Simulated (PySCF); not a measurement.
# Tm2O2F2: from a saddle point downhill

PySCF 2.14.0, RKS BP86, Tm lcecp-1-SVP with ECP58, O def2-SVP, F def2-SVP; non-relativistic Hamiltonian with scalar-relativistic core potentials where named; density fitting; no spin-orbit coupling. Relaxed within the symmetry of its start, the geometry (D2h) is

```xyz
6

Tm    0.0000    0.0000    1.5550
Tm    0.0000    0.0000   -1.5550
O     1.3592    0.0000    0.0000
O    -1.3592    0.0000    0.0000
F     0.0000    0.0000    3.6020
F     0.0000    0.0000   -3.6020
```

and its lowest harmonic modes are -64, -42, 89, 97, 190, 212 cm⁻¹ (negative: unstable). It was moved along the lowest mode and relaxed again, within the group C2h that the move left.

Question: Where does it end, and how much lower?

Answer: In C2h, 0.478 eV lower, after 12 steps:
```xyz
6

Tm    0.0000    0.6441    1.3997
Tm    0.0000   -0.6441   -1.3997
O     1.3396    0.0000    0.0000
O    -1.3396    0.0000    0.0000
F     0.0000   -0.4726    3.0659
F     0.0000    0.4726   -3.0659
```

Question: How do the contacts change?

Answer: 
```json
{"contact": "Tm1–O3 (O)", "saddle (Å)": "2.065", "end (Å)": "2.042"}
{"contact": "Tm1–O4 (O)", "saddle (Å)": "2.065", "end (Å)": "2.042"}
{"contact": "Tm1–F5 (F)", "saddle (Å)": "2.047", "end (Å)": "2.006"}
{"contact": "Tm2–F6 (F)", "saddle (Å)": "2.047", "end (Å)": "2.006"}
```


Question: Is the end a minimum?

Answer: Yes, as far as the noise of the softest modes lets one tell (those above −25 cm⁻¹ count as noise); lowest modes -24, 53, 63, 157, 208, 241 cm⁻¹.

An lcecp potential fixes the number of 4f electrons, so in runs with it no electron can move into or out of that shell.

State: singlet in the valence, with the 4f electrons in the core potential.
